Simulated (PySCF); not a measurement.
Species: C₈H₁₈O₂S.
Bonds: C1–C2, C2–C3, C3–C4, C4–S5, S5–O6 (double), S5–O7 (double), S5–C8, C8–C9, C9–C10, C10–C11. Hydrogens: H12, H13, H14 on C1; H15, H16 on C2; H17, H18 on C3; H19, H20 on C4; H21, H22 on C8; H23, H24 on C9; H25, H26 on C10; H27, H28, H29 on C11.

A GFN2-xTB structure with every atom displaced at random (by about 0.01 Å) was refined with PySCF 2.14.0, PBE0-D3(BJ)/def2-SVP geometry optimisation, gas phase. Values at the start:

```
  coordinate    start
       C1–C2  1.491 Å
      C1–H12  1.113 Å
       C2–C3  1.520 Å
      C2–H15  1.099 Å
       C3–C4  1.560 Å
      C3–H17  1.081 Å
       C4–S5  1.798 Å
      C4–H19  1.097 Å
       S5=O6  1.450 Å
       S5–C8  1.838 Å
    C1–C2–C3   110.8°
    C2–C3–C4   113.3°
    C3–C4–S5   107.8°
    C4–S5–O6   108.1°
    C4–S5–C8   104.9°
    O6–S5–O7   117.6°
 C3–C4–S5–O6      65°
 C4–S5–C8–C9    -179°
S5–C8–C9–C10    -179°
```

Q: How do these coordinates change at the PBE0-D3(BJ)/def2-SVP level?

A: 
```json
{"coordinate": "S5–C8", "PBE0-D3(BJ)/def2-SVP (Å or °)": "1.795", "change": "-0.043"}
{"coordinate": "C3–C4", "PBE0-D3(BJ)/def2-SVP (Å or °)": "1.519", "change": "-0.041"}
{"coordinate": "C1–C2", "PBE0-D3(BJ)/def2-SVP (Å or °)": "1.520", "change": "+0.029"}
{"coordinate": "C3–H17", "PBE0-D3(BJ)/def2-SVP (Å or °)": "1.102", "change": "+0.021"}
{"coordinate": "S5=O6", "PBE0-D3(BJ)/def2-SVP (Å or °)": "1.464", "change": "+0.014"}
{"coordinate": "C1–H12", "PBE0-D3(BJ)/def2-SVP (Å or °)": "1.102", "change": "-0.011"}
{"coordinate": "C2–H15", "PBE0-D3(BJ)/def2-SVP (Å or °)": "1.104", "change": "+0.005"}
{"coordinate": "C4–H19", "PBE0-D3(BJ)/def2-SVP (Å or °)": "1.101", "change": "+0.004"}
{"coordinate": "C2–C3", "PBE0-D3(BJ)/def2-SVP (Å or °)": "1.523", "change": "+0.003"}
{"coordinate": "C4–S5", "PBE0-D3(BJ)/def2-SVP (Å or °)": "1.797", "change": "-0.001"}
{"coordinate": "O6–S5–O7", "PBE0-D3(BJ)/def2-SVP (Å or °)": "120.0", "change": "+2.4"}
{"coordinate": "C1–C2–C3", "PBE0-D3(BJ)/def2-SVP (Å or °)": "112.7", "change": "+1.9"}
{"coordinate": "C3–C4–S5", "PBE0-D3(BJ)/def2-SVP (Å or °)": "109.5", "change": "+1.7"}
{"coordinate": "C2–C3–C4", "PBE0-D3(BJ)/def2-SVP (Å or °)": "112.6", "change": "-0.7"}
{"coordinate": "C4–S5–C8", "PBE0-D3(BJ)/def2-SVP (Å or °)": "104.5", "change": "-0.4"}
{"coordinate": "C4–S5–O6", "PBE0-D3(BJ)/def2-SVP (Å or °)": "107.9", "change": "-0.2"}
{"coordinate": "C3–C4–S5–O6", "PBE0-D3(BJ)/def2-SVP (Å or °)": "68", "change": "+3"}
{"coordinate": "C4–S5–C8–C9", "PBE0-D3(BJ)/def2-SVP (Å or °)": "179", "change": "-2"}
{"coordinate": "S5–C8–C9–C10", "PBE0-D3(BJ)/def2-SVP (Å or °)": "179", "change": "-2"}
```

The energy falls by 23.5 kJ/mol over 5 energy and gradient evaluations, the largest force component goes from 0.0488 to 3.1e-04 Eh/bohr, and the atoms move by 0.096 Å rms after alignment. The bond that changes most is S5–C8 (sulfonyl sulfur to sp3 carbon bound to sulfur), which shortens by 0.043 Å. Bonds longer at the end by more than 0.005 Å: 14 of 28; shorter: 5. Rotational constants go from 3377, 315.7, 310.3 to 3259, 315.0, 309.9 MHz.

The run used 248 basis functions and 38 SCF cycles in all. Hardware: an Intel Xeon 6975P-C with 2 threads, no GPU (shared host). Cost: 80 s wall, 3.2 min CPU, 1.8 GiB resident at most.

Whether it is a minimum is left open (no frequencies). One conformer, not necessarily the lowest.
